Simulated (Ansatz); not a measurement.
Reaction (silylene formation by 1,1-elimination): `N[Si](O)(O)F` → `N[Si]F` + hydrogen peroxide

Isolated molecules relaxed with PBE0-D4/def2-TZVP in Ansatz; ΔE leaves out vibrations. CCSD(T)/CBS adds triple-zeta CCSD(T) − MP2 to the extrapolated MP2 energy (def2 sets, frozen cores). This one scheme is used for every species. Functionals use def2-TZVPP. One conformer a species, not always the lowest.

| level | ΔE (kcal/mol) | difference from CCSD(T)/CBS |
| --- | --- | --- |
| LDA (SPW92) | 168.0 | -3.1 |
| B97M-V | 167.5 | -3.6 |
| CAM-B3LYP-D4 | 168.9 | -2.2 |
| ωB97M-V | 166.1 | -5.0 |
| PBE0 | 165.1 | -6.0 |
| RPA@PBE/def2-TZVPP | 158.0 | -13.1 |
| HF/def2-SVP | 168.3 | -2.8 |
| MP2/def2-SVP | 165.7 | -5.4 |
| CCSD/def2-TZVPP | 170.2 | -0.9 |
| HF/def2-QZVPP | 178.2 | 7.1 |
| CCSD(T)/CBS | 171.1 | 0 |

Largest T1 diagnostic among the species: 0.014.

From r2SCAN to r2SCAN0 (25 % exact exchange), in def2-TZVPP and without D4, ΔE moves by +5.5 kcal/mol. Leaving LDA and LC-ωPBE aside and taking each functional with its dispersion term where it has one, the values, not all of them listed here, spread over 21.8 kcal/mol, from BLYP-D4 to r2SCAN0-D4. LDA lies +13.3 kcal/mol from PBE without D4.
